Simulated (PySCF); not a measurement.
C2H10BGeNO2.
InChI=1S/C2H10BGeNO2/c1-5(4)2-3(6)7/h6-7H,2H2,1,4H3

Method used: TDDFT CAM-B3LYP/def2-SVPD, vertical, gas phase, core orbitals frozen in the response (PySCF 2.14.0, density-fitted response routines). Geometry: PBE0-D3(BJ)/def2-SVP, one conformer, isolated molecule. The CAM-B3LYP/def2-SVPD calculation is non-relativistic and has no spin–orbit coupling, an omission that weighs most on germanium. Torsions of this conformer, `[CH3:1][N:2]([GeH3:3])[CH2:4][B:5]([OH:6])[OH:7]`: C1–N2–C4–B5 -171°, N2–C4–B5–O6 20°, H–O6–B5–C4 180°, H–O7–B5–C4 5°.

Each state is given a Gaussian of 0.3 eV full width at half maximum, with ε(max) = 2.175×10⁸ f / Δν̃ (Δν̃ the width in cm⁻¹). The width is an assumption, not a result. The curve ends short of the highest state used, and states not computed would add to its high-energy end.

(E (eV), ε (L mol⁻¹ cm⁻¹)): (4.74, 3), (4.79, 12), (4.84, 38), (4.89, 103), (4.94, 243), (4.99, 490), (5.04, 847), (5.09, 1257), (5.14, 1598), (5.19, 1742), (5.23, 1671), (5.28, 1381), (5.33, 979), (5.38, 599), (5.43, 327), (5.48, 190), (5.53, 181), (5.58, 290), (5.63, 507), (5.68, 808), (5.73, 1142), (5.78, 1449), (5.82, 1645), (5.87, 1809), (5.92, 1872), (5.97, 1813), (6.02, 1616), (6.07, 1298), (6.12, 930), (6.17, 601), (6.22, 386), (6.27, 311), (6.32, 365), (6.37, 505), (6.41, 640), (6.46, 798), (6.51, 945), (6.56, 1163), (6.61, 1611), (6.66, 2438), (6.71, 3644), (6.76, 4979), (6.81, 5998), (6.86, 6294)

**Question.** Where are the band maxima, and which computed states make them?

**Answer.** 239 nm (5.19 eV), ε about 1700, made up of S1 (100%); 209 nm (5.92 eV), ε about 1900, made up of S2 (37%) and S3 (63%); 181 nm (6.85 eV), ε about 6300, made up of S6 (84%) and S7 (14%) (ε in L mol⁻¹ cm⁻¹; maxima over ε = 5, shares over 10%). The states used: S1 5.19 eV (f 0.019); S2 5.80 eV (f 0.013); S3 6.00 eV (f 0.016); S4 6.47 eV (f 0.0049); S5 6.53 eV (f 0.0037); S6 6.84 eV (f 0.059); S7 6.91 eV (f 0.011); S8 7.04 eV (f 0.0025); S9 7.30 eV (f 0.033); S10 7.46 eV (f 0.0068).

**Question.** On this curve, what absorbance would a 10⁻⁴ mol/L sample give at 222 nm over a 1 cm path?

**Answer.** 222 nm is 5.585 eV, where ε is about 310 L mol⁻¹ cm⁻¹, so A = ε c l ≈ 0.031 (Beer–Lambert, with the gas-phase spectrum and the assumed width).

**Question.** What would ε be at 6.85 eV, the highest of these maxima, with half the width (0.15 eV)?

**Answer.** About 11900 L mol⁻¹ cm⁻¹ against 6300, a factor of about 1.9; a lone state at its own centre would give exactly 2.

**Question.** Coming from long wavelengths, where does ε first pass 100 L mol⁻¹ cm⁻¹?

**Answer.** At about 254 nm (4.89 eV), 0.30 eV below S1.

All these states lie below the vertical ionisation energy of 7.82 eV (ΔSCF).

Without π bonds the low states are Rydberg-like; a valence basis with one diffuse set may place them up to an eV too high.
